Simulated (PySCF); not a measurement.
CaS and its ions

RHF-CCSD(T); basis Ca def2-SVPD, S def2-SVPD; no relativity; PySCF 2.14. Neutral (RHF): singlet (closed shell), Re = 2.409 Å, ωe = 409 cm⁻¹, De = 2.63 eV.

CaS⁺ (UHF): doublet (π ↑), Re = 2.532 Å, ωe = 375 cm⁻¹, De = 2.21 eV to Ca⁺ + S. The energies at the minima are -1074.37972 hartree for CaS and -1074.14488 for CaS⁺.

(1) Work out the adiabatic ionisation energy, without and with harmonic zero-point energies (1 hartree = 27.2114 eV, 1 eV = 8065.5 cm⁻¹), and the change of the bond length.

CaS⁻ (UHF): doublet (σ ↑), Re = 2.501 Å, ωe = 371 cm⁻¹. The energies at the minima are -1074.37972 hartree for CaS and -1074.43384 for CaS⁻.

(2) Work out the adiabatic electron affinity, without and with harmonic zero-point energies (1 hartree = 27.2114 eV, 1 eV = 8065.5 cm⁻¹), and the change of the bond length.

Correlated steps freeze 10 core orbitals. Correlated levels converge slowly with the basis: in double zeta they bind strong bonds too weakly, by up to about 1 eV, and carry superposition errors of some tenths. For an ion De counts to the pair picked by the measured ionisation energies or electron affinities, which need not be the lowest pair at this level. Where the molecule has an RHF reference, its open-shell atoms are computed with UHF. The CCSD T1 diagnostic is raised in CaS, a sign that a single reference may not be enough there. States were picked by a PBE0 search and need not be the measured ground states.

Neutral and ion stand on different kinds of reference determinant, which adds to the error of the difference.

Answers

(1) At CCSD(T): 0.23484 hartree = 6.390 eV between the minima; the zero-point term (375.0 − 409.0)/2 cm⁻¹ = -0.002 eV makes it 6.388 eV. Re changes by +12.3 pm against the neutral. The electron leaves a π orbital, and the longer bond of the ion fits a bonding orbital, or a change in how ionic the bond is.

(2) At CCSD(T): 0.05412 hartree = 1.473 eV between the minima; the zero-point term (409.0 − 371.0)/2 cm⁻¹ = +0.002 eV makes it 1.475 eV. Re changes by +9.2 pm against the neutral. The electron enters a σ orbital, and the longer bond of the ion fits an antibonding orbital, or a change in how ionic the bond is.
